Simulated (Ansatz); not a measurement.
Worked example: C2H9AlN2 + SiH(NH2)2(SiH3) → C2H10AlN3 + SiH2(NH2)(SiH3)

Gas-phase species: C2H9AlN2 `C[N](C)[AlH][NH2]`, singlet; SiH(NH2)2(SiH3), singlet; C2H10AlN3 `C[N](C)[Al]([NH2])[NH2]`, singlet; SiH2(NH2)(SiH3), singlet. The partners trade H for NH2: Al–H and Si–NH2 bonds give way to Al–NH2 and Si–H.

Shapes, held fixed at every level: PBE0-D4/def2-TZVP. Flexible molecules stand in one conformer, not always the lowest. Programs: Ansatz 0.2.0. Electronic energies: no zero-point or thermal term.

At MP2/def2-TZVPP; 1 Eh = 2625.50 kJ/mol:

| species | energy (Eh) |
| --- | --- |
| C2H9AlN2 | -432.796435 |
| SiH(NH2)2(SiH3) | -692.237241 |
| C2H10AlN3 | -488.111028 |
| SiH2(NH2)(SiH3) | -636.929526 |

Q: Work out ΔE of the reaction at this level.

A: 
1. Products less reactants: (-488.111028) + (-636.929526) − [(-432.796435) + (-692.237241)] = -0.006878 Eh = -18.1 kJ/mol.

Other levels give -25.0 (CCSD/def2-SVP) to -16.1 kJ/mol (wB97X-V/def2-TZVPP). No measured value is set beside it here.
